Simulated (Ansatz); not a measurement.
`[F][Hf]([F])([F])[SeH]` + H₂S → `[F][Hf]([F])([F])[SH]` + H₂Se at 500 K and 1 bar (ligand exchange at the Hf–Se bond).

Gas-phase electronic energies from Ansatz, PBE0-D4/def2-TZVP geometries. CCSD(T)/CBS adds triple-zeta CCSD(T) − MP2 to the extrapolated MP2 energy (def2 sets, frozen cores). This one scheme is used for every species. Elements past krypton have def2 core potentials. For Hf, Se outer-core shells are correlated without core-valence functions, which leaves a few kJ/mol of doubt a bond. Scalar relativity is left out up to krypton. Each species was taken in one conformer, which may not be the lowest.

```tsv
species	CCSD(T)/CBS energy (Eh)	H − E (kJ/mol)	S (J/(mol·K))
`[F][Hf]([F])([F])[SeH]`	-2748.87958	81.4	455.4
H₂S	-398.97279	57.0	224.0
`[F][Hf]([F])([F])[SH]`	-745.95117	83.4	442.0
H₂Se	-2401.89790	53.1	237.8
```

H − E and S are ideal-gas, rigid-rotor, harmonic terms from PBE0-D4/def2-TZVP, for one conformer and one mirror image of each species. 1 Eh = 2625.50 kJ/mol, R = 8.31446 J/(mol·K).

Question: By hand: ΔE, ΔH, ΔS and ΔG.

Answer: ΔE = (-745.95117) + (-2401.89790) − (-2748.87958) − (-398.97279) = 0.00330 Eh = 8.7 kJ/mol. Δ(H − E) = 83.4 + 53.1 − 81.4 − 57.0 = -1.9, so ΔH = 6.8 kJ/mol. ΔS = 442.0 + 237.8 − 455.4 − 224.0 = 0.4 J/(mol·K). ΔG = 6.8 − 500 × (0.4)/1000 = 6.6 kJ/mol.

Question: By hand: the equilibrium constant, and the temperature at which ΔG would vanish if ΔH and ΔS stayed fixed.

Answer: log₁₀ K = −ΔG/(RT ln 10) = -0.7. ΔG = 0 at ΔH/ΔS = 17000 K, far beyond where these terms or the molecules hold.

The number of gas molecules stays the same, so ΔS is small and ΔH decides. A doubt of 5 kJ/mol in ΔE shifts log₁₀ K by 0.5 here. Other conformers and mirror images would add mixing entropy, several J/(mol·K) or more a flexible species. Modes under 60 cm⁻¹, often nearly free rotors, make the harmonic entropy too high. These are equilibria of isolated gas molecules and say nothing of rates. Largest T1 diagnostic: 0.016 (customary marks: 0.02 for closed shells, 0.045 for open ones).
